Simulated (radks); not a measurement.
Values are calculated unless marked as measured or tabulated.
Excited configurations of Ni I: one electron is placed in a higher orbital outside [Ar] 3d9. The ground configuration is [Ar] 3d8 4s2. Code: a radial shooting solver on a logarithmic mesh with Libxc functionals. Model: non-relativistic Kohn-Sham, r2SCAN, spin-polarised, spherical densities, point nucleus; open shells are filled with parallel spins first; meta-GGA in the generalised Kohn-Sham scheme. Excitation = E - E(ground); binding = E(ion) - E, where the ion is the core of charge +1; n* = 1/sqrt(2 binding) in atomic units, and the quantum defect is n - n*.

outer orbital,excitation (eV),binding (eV),n*,quantum defect,eigenvalue (eV),<r> (bohr)
4p,2.507,3.886,1.871,2.129,-1.892,4.579
4d,4.877,1.515,2.996,1.004,-0.696,10.55
5p,4.630,1.762,2.779,2.221,-1.042,11.28
5d,5.467,0.926,3.833,1.167,-0.525,20.20
6f,5.963,0.429,5.630,0.370,-0.267,46.27
7s,5.628,0.764,4.219,2.781,-0.488,27.59

The Delta-SCF ionisation energy is 6.393 eV (NIST Atomic Spectra Database: 7.640 eV, measured). Self-interaction in the functional shifts the binding energies and quantum defects, so they are the method's values and not measured ones. Open shells are spherical and high-spin; term and fine-structure splittings are not resolved.
